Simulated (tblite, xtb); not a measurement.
dimethyl carbonate (C3H6O3), singlet, at a GFN2-xTB geometry. Base run: GFN1-xTB run with xtb.

The xtb input:
```
$ xtb mol.xyz --gfn 1 --json

# file mol.xyz
12

C      2.32517331     0.09994214     0.05033470
O      1.10482066    -0.54437804     0.39359877
C     -0.00225252     0.06041020    -0.03827659
O     -0.04037348     1.07614926    -0.67209545
O     -1.06015611    -0.65053184     0.35332550
C     -2.32406787    -0.12639913    -0.03399431
H      2.33572923     1.12457047     0.42682949
H      3.11149818    -0.48764306     0.51637074
H      2.45383247     0.12126973    -1.03361495
H     -3.06483642    -0.80965771     0.37240314
H     -2.40104093    -0.07929089    -1.12196490
H     -2.46262854     0.87711717     0.37296294
```

Programs used: tblite, xtb; a row that names a program was run with it.

Each row names what was changed in the base input (with any setting that the change needs).

| change | ΔE vs base (kJ/mol) | HOMO-LUMO gap (eV) | dipole (D) | G_solv (kcal/mol) | SCF cycles |
|---|---|---|---|---|---|
| base | 0.00 | 7.01 | 0.47 | - | 10 |
| gbsa = acetonitrile | -24.14 | 6.70 | 0.52 | -6.51 | 9 |
| program = tblite; method = gfn1; option = (--alpb, water) | ? | - | - | - | - |
| acc = 0.0001 | 0.00 | 7.01 | 0.47 | - | 13 |
| acc = 30 | 0.00 | 7.01 | 0.47 | - | 7 |
| etemp = 1000 | 0.00 | 7.01 | 0.47 | - | 10 |
| acc = 0.1 | 0.00 | 7.01 | 0.47 | - | 12 |
| alpb = benzene | -24.87 | 6.91 | 0.51 | -6.08 | 9 |
| program = tblite; method = gfn1; option = (--etemp, 2000) | 0.00 | - | - | - | - |
| program = tblite; method = gfn1; option = --spin-polarized | 0.00 | - | - | - | - |

Question: Complete the blanks.

Answer: 
- program = tblite; method = gfn1; option = (--alpb, water), ΔE vs base (kJ/mol): -18.29

ALPB and GBSA are two models with their own fitted parameters for each solvent, which aren't always the measured dielectric constant.
